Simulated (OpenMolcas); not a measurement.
**Lines of Pr3+: computed and rescaled rates**

- Program: OpenMolcas
- Method: SS-RASPT2, IPEA 0.25 Eh, imaginary shift 0.1 Eh (closed shells correlated: 5s 5p)
- Basis: ANO-RCC-VTZP [8s7p5d3f2g1h]
- Scalar Hamiltonian: DKH2, point nucleus
- Active space: 2 electrons in 12 orbitals (RAS2 4f; RAS3 5d, at most 1 electron)
- State averaging: 2S+1 = 3 even, 21 roots; 2S+1 = 1 even, 28 roots; 2S+1 = 3 odd, 35 roots; 2S+1 = 1 odd, 35 roots
- Spin-orbit coupling: RASSI with atomic mean-field integrals over the reference wave functions, term energies averaged over their components

Rates come from the transition moments of the reference wave functions (E1 and E2 in the length form). At fixed line strength A goes as λ^-3 for E1 and M1 and as λ^-5 for E2, so a rate at the computed wavelength can be rescaled to the measured one. Measured vacuum wavelengths follow from level energies in Martin, Zalubas and Hagan, Atomic Energy Levels: The Rare-Earth Elements, NSRDS-NBS 60 (1978). Branching counts decays inside the model space alone, at computed energies, and the table is only a selection of the E2 and M1 lines, drawn from those between levels with measured partners whose computed energy lies within a factor of 1.5 of the measured one.

| Upper | Lower | Type | λ computed (nm) | λ measured (nm) | A computed (s-1) | A rescaled (s-1) | Branching % |
| --- | --- | --- | --- | --- | --- | --- | --- |
| 4f2 3P1 | 4f2 3P0 | M1 | 14510 | 16190 | 5.85e-03 | 4.21e-03 | 1.0 |
| 4f2 3P2 | 4f2 3P1 | M1 | 8093 | 8672 | 2.41e-02 | 1.96e-02 | 1.9 |
| 4f2 3F3 | 4f2 3F2 | M1 | 6684 | 7049 | 8.48e-02 | 7.23e-02 | 90.6 |
| 4f2 3H5 | 4f2 3H4 | M1 | 4347 | 4647 | 3.14e-01 | 2.57e-01 | 100.0 |
| 4f2 3H6 | 4f2 3H5 | M1 | 4165 | 4470 | 3.12e-01 | 2.52e-01 | 100.0 |
| 4f2 3F2 | 4f2 3H4 | E2 | 1820 | 2001 | 1.54e-04 | 9.59e-05 | 100.0 |
| 4f2 3P1 | 4f2 1D2 | M1 | 1638 | 2140 | 2.92e-01 |  | 51.7 |
| 4f2 3F3 | 4f2 3H4 | M1 | 1431 | 1559 | 8.64e-03 |  | 9.2 |
| 4f2 3P2 | 4f2 1D2 | M1 | 1362 | 1716 | 8.76e-01 |  | 70.2 |
| 4f2 1D2 | 4f2 3F3 | M1 | 774 | 915.8 | 1.41e+00 |  | 57.7 |
| 4f2 1D2 | 4f2 3F2 | M1 | 693.7 | 810.5 | 1.02e+00 |  | 41.6 |
| 4f2 3P1 | 4f2 3F3 | E2 | 525.6 | 641.3 | 1.44e-01 | 5.33e-02 | 25.5 |
| 4f2 3P0 | 4f2 3F2 | E2 | 504.2 | 610 | 2.73e-01 | 1.05e-01 | 100.0 |
| 4f2 3P2 | 4f2 3F3 | M1 | 493.6 | 597.2 | 1.44e-01 |  | 11.5 |
| 4f2 3P2 | 4f2 3F3 | E2 | 493.6 | 597.2 | 5.50e-02 | 2.12e-02 | 4.4 |
| 4f2 3P1 | 4f2 3F2 | E2 | 487.3 | 587.9 | 1.00e-01 | 3.91e-02 | 17.7 |
| 4f2 3P1 | 4f2 3F2 | M1 | 487.3 | 587.9 | 2.33e-02 |  | 4.1 |
| 4f2 1I6 | 4f2 3H6 | M1 | 481.1 | 561.1 | 6.44e-01 |  | 49.6 |
| 4f2 3P2 | 4f2 3F2 | E2 | 459.6 | 550.5 | 1.01e-02 | 4.10e-03 | 0.8 |
| 4f2 1I6 | 4f2 3H5 | M1 | 431.3 | 498.5 | 6.40e-01 |  | 49.3 |

Spin-changing lines and M1 lines between different terms are not rescaled, since their strength hangs on the term gaps too.

The largest correction is for 4f2 3P1 → 4f2 3F3 (E2): 1.44e-01 × (525.6 / 641.3)^5 = 5.33e-02 s-1, a factor of 0.37.

The computed rate and branching of 4f2 3F2 → 4f2 3H4 give the upper level a radiative lifetime of 1.000 / 1.54e-04 s-1 = 6.49e+03 s, counting decays inside the model space alone. The rescaled rate gives about 1.0e+04 s.

The computed order of these levels differs from the measured one in 1 place, and where term gaps are wrong the rates of spin-changing lines can be off by large factors.

These are rates of the free ion; in crystals, glasses and complexes forced electric-dipole and non-radiative decay shorten such lifetimes by orders of magnitude. No measured rate stands beside these. Rescaling mends the energy factor alone: line strengths can still be far off where a level mixes with configurations outside the active space, and weak or spin-changing lines hang on small mixing coefficients that depend on the term gaps too, so rescaling need not improve them.

Term energies are means over components that CASPT2 splits; among the terms shown or strongly mixed into the levels shown the widest spread is 890 cm-1 (4f2 1I). Some terms miss by over 15 % even with CASPT2, which points to a basis or an active space too small for the shells correlated. Computed and measured levels are paired by configuration, term and J; levels that our copy of the source lacks, or whose pairing is in doubt (as where it misses far off the trend of its configuration), stay unpaired. Only configurations of the active space appear.
